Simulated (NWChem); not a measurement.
Species: tetrafluoroborate (BF4 anion); SMILES F[B-](F)(F)F

Computed with NWChem. Medium grid unless said otherwise, to which SCAN and Minnesota functionals are sensitive. All runs use the structure optimised with B3LYP/def2-SVPD.

**Question.** Order these by “highest occupied level (eV)”, lowest first: TPSS/aug-cc-pVDZ; r2SCAN/aug-cc-pVDZ; B3LYP/aug-cc-pVDZ; CAM-B3LYP/aug-cc-pVDZ.

**Answer.** CAM-B3LYP/aug-cc-pVDZ (-6.40), B3LYP/aug-cc-pVDZ (-4.49), r2SCAN/aug-cc-pVDZ (-3.16), TPSS/aug-cc-pVDZ (-2.78)
